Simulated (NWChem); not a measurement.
Plane-wave run on MgS (space group Fm-3m)

```
CELL_PARAMETERS angstrom
      0.00000     2.60440     2.60440
      2.60440     0.00000     2.60440
      2.60440     2.60440     0.00000
ATOMIC_POSITIONS crystal
  Mg 0.00000 0.00000 0.00000
  S  0.50000 0.50000 0.50000
```

Program: NWChem. Origin of the cell: Materials Project cell, not relaxed here.

Norm-conserving pseudopotentials with valence charges Mg 2, S 6, fixed occupations, no spin-orbit coupling, density cut at twice the wavefunction cutoff.

Level: PBE, Troullier-Martins, cutoff 25 Ha, density from a 4×4×4 mesh. Bands run along Γ–X–U|K–Γ–L–W–X with k in units of the cell's reciprocal vectors.

**Question.** Give the band energies at the labelled points, in eV from the valence-band top.

**Answer.** 
```
point                  k  band 1  band 2  band 3  band 4  band 5  band 6
-----  -----------------  ------  ------  ------  ------  ------  ------
Γ      0.000 0.000 0.000  -12.66    0.00    0.00    0.00    3.56    7.95
X      0.500 0.000 0.500  -10.99   -4.15   -1.67   -1.67    2.71    4.44
U      0.625 0.250 0.625  -10.99   -3.66   -3.17   -1.35    3.86    6.69
K      0.375 0.375 0.750  -10.99   -3.66   -3.17   -1.35    3.86    6.69
L      0.500 0.500 0.500  -11.35   -4.81   -0.58   -0.58    4.52    6.85
W      0.500 0.250 0.750  -10.94   -3.20   -3.19   -2.35    5.16    7.94
```
Bands up to 4 are filled.
